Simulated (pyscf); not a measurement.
Single points on ωB97X-D3(BJ)/def2-SVP structures (PySCF, gas phase).

Question: How much does it cost (ΔH, 298 K, ωB97M-D3(BJ)/def2-TZVP) to split F–Si(F)(F)–O–SiH₂–SiH₃ (SMILES F[Si](F)(F)O[SiH2][SiH3]) at its O–Si bond into •O–Si(F)(F)–F + •H₂Si–SiH₃?

Answer: O–Si to •O–Si(F)(F)–F + •H₂Si–SiH₃: 130.2 kcal/mol. The 7 functionals that were run give +122.7 (PBE) to +132.2 kcal/mol (M06-2X). Other isomers of •O–Si(F)(F)–F, •H₂Si–SiH₃ were not searched in full and may lie lower.
